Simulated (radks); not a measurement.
The mean radii <r> (bohr) of the occupied orbitals of an atom or ion are listed with their occupations. Calculated with a radial shooting solver on a logarithmic mesh with Libxc functionals: non-relativistic Kohn-Sham, r2SCAN, spin-unpolarised, spherical densities, point nucleus; meta-GGA in the generalised Kohn-Sham scheme.

orbital  occ.      <r>
1s          2  0.01993
2s          2  0.08408
2p          6  0.07111
3s          2   0.2128
3p          6   0.2031
3d         10   0.1779
4s          2   0.4720
4p          6   0.4781
4d         10   0.4914
5s          2    1.109
4f         14   0.5411
5p          6    1.217
5d          6    1.743
6s          2    3.349

Name the element and its charge.

Answer. Z = 76, osmium, charge 0: Os in [Xe] 4f14 5d6 6s2. The 1s radius gives Z: for a bare nucleus <r> = 1.5/Z, 0.01974 bohr for Z = 76, and screening makes it slightly larger (0.01993 here). The occupations add up to 76, and the charge is Z minus that.
